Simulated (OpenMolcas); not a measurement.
# Ti III: CASPT2 settings compared

```json
{"Program": "OpenMolcas 26.06", "Basis": "ANO-RCC-VTZP [6s5p3d2f1g]", "Scalar Hamiltonian": "DKH3, point nucleus", "Active space": "2 electrons in 5 orbitals (3d)", "State averaging": "2S+1 = 3 even, 10 roots; 2S+1 = 1 even, 15 roots kept (CI in the orbitals of an earlier block)", "Spin-orbit coupling": "state interaction with AMFI integrals over the reference wave functions, term energies averaged over their components"}
```

Methods on the same reference wave functions:
A. CASSCF
B. SS-CASPT2, IPEA 0.1 Eh, imaginary shift 0.5 Eh (closed shells correlated: 3s 3p)
C. SS-CASPT2, IPEA 0.15 Eh, imaginary shift 0.25 Eh (closed shells correlated: 3s 3p)
D. XMS-CASPT2, IPEA 0.35 Eh, sigma1 regulariser 0.2 Eh (closed shells correlated: 3s 3p)

Energies in cm⁻¹ above 3d² ³F₂, the measured ground level; measured values from Corliss and Sugar, J. Phys. Chem. Ref. Data 8, 1 (1979).

```csv
Level,A,B,C,D,Measured
3d² ³F₂,0.0,0.0,0.0,0.0,0.0
3d² ³F₃,193,195,195,194,185
3d² ³F₄,446,447,447,446,420
3d² ¹D₂,11380,8230,8190,8500,8474
3d² ³P₀,13576,10840,10920,11190,10538
3d² ³P₁,13642,10910,10990,11260,10604
3d² ³P₂,13783,11050,11120,11400,10721
3d² ¹G₄,17668,14830,14820,14990,14398
3d² ¹S₀,43263,33570,32910,32920,32476
```

Deviations, from unrounded energies. A percentage is the sum of absolute deviations over the sum of measured energies, with the sign that they share, or ± where signs differ.

```csv
Against measurement,Levels,A,B,C,D
mean absolute deviation (cm-1),8,3300,340,290,390
fine structure of the ground term (%),2,+5.5,+5.9,+5.9,+5.9
other terms of the ground configuration (%),6,+29.9,±3.1,±2.6,+3.5
```

C lies closest to measurement on these levels and A furthest from it. The largest miss of C in the table is 3d² ¹S₀, by +440 cm-1. The ranking rests on the paired levels alone, and a cruder setting can come out closer through cancelling errors.

Among B to D the level of the table that moves most is 3d² ¹S₀, by 660 cm-1 (lowest in C, highest in B). Moves below CASPT2's spread within the term are not significant.

The mean deviations of B to D differ by less than CASPT2's widest spread within a term (1900 cm-1), so their order carries little weight.

From A to B the spin-free energies of the other terms of 3d² shown, above ³F, scale by factors of 0.72 to 0.84, as is usual when dynamic correlation screens the repulsion within a d or f shell.

The lowest spin-free term lies below A's lowest term by 0.301 hartree in B, 0.300 hartree in C, 0.302 hartree in D.

CASPT2 does not keep the components of a term degenerate, so their means are used; among the terms shown or strongly mixed into the levels shown the widest spread is 1900 cm-1 (3d² ³F, D). Terms from blocks run as CI alone lack orbitals of their own. Without dynamic correlation excited terms often stand tens of per cent too high (terms of higher spin than the ground term too low), and those without a measured partner can miss by more than the paired ones (holds for A). Computed and measured levels are paired by configuration, term and J; levels that our copy of the source lacks, or whose pairing is in doubt (as where it misses far off the trend of its configuration), stay unpaired and out of the deviations. Levels of configurations outside the active space are missing.
